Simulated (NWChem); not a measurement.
Species: CH₃Cl₃Si; SMILES C[Si](Cl)(Cl)Cl

Results from NWChem. The level has its own optimisation; frequencies are unscaled.

Predict the results for PBE0/def2-SVP. Quantities: r C–Si (Å); r C–H (Å); r Cl–Si (Å); highest harmonic frequency (cm⁻¹); lowest (cm⁻¹); zero-point energy (kcal/mol); dipole (D).

The r C–Si (Å) comes out as 1.848, the r C–H (Å) is 1.100 and the r Cl–Si (Å) is 2.054. The highest harmonic frequency (cm⁻¹) is 3183. The lowest (cm⁻¹) is 153, the zero-point energy (kcal/mol) is 26.7 and the dipole (D) is 2.12.
